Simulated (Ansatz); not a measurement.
Total energies of `[NH2][SnH][F]` radical.

```
atom   x (Å)   y (Å)   z (Å)
  N1  -0.011  -0.896  -0.534
 Sn2   0.026   1.047   0.068
  F3  -0.996   0.858   1.701
  H4  -0.899  -1.350  -0.349
  H5   0.239  -1.070  -1.500
  H6   1.643   1.411   0.615
```

Charge 0, multiplicity 2. Correlated methods include outer-core shells of Sn, which these sets cover unevenly. Sn takes the def2 core potential. The structure was optimised at the PBE0-D4/def2-TZVP level. It is one conformer, not always the lowest. Basis def2-TZVPP, the Gaussian-basis code of Ansatz.

RPA on PBE orbitals: Hartree–Fock energy of these orbitals -369.01183 Eh, correlation -1.17597 Eh (frozen core).

```
             functional  energy without D4 (Eh)  D4 term (kJ/mol)
            LDA (SPW92)              -369.33965                 –
                    PBE              -370.61653              -9.0
                 revPBE              -370.77769             -26.0
                   BLYP              -370.70685             -20.0
                 r2SCAN              -370.79126              -2.0
                 B97M-V              -370.73470                 –
                   PBE0              -370.62282              -7.5
                  B3LYP              -370.85751             -14.8
                r2SCANh              -370.76907              -2.1
                r2SCAN0              -370.73706              -2.4
HSE06 (plane-wave form)              -370.61437              -7.1
                  BHLYP              -370.63591             -12.1
              CAM-B3LYP              -370.71680              -7.7
                LC-ωPBE              -370.72491                 –
                ωB97X-V              -370.70364                 –
                ωB97M-V              -370.67863                 –
                 B2PLYP              -370.47306                 –
               PBE-QIDH              -370.40368                 –
```

B3LYP takes the VWN-RPA correlation (the form of Gaussian; ORCA's B3LYP/G). HSE06 is the plane-wave form, built on full-range PBE exchange. The double hybrids freeze the cores in their second-order part.

LC-ωPBE has ω = 0.4 bohr⁻¹.
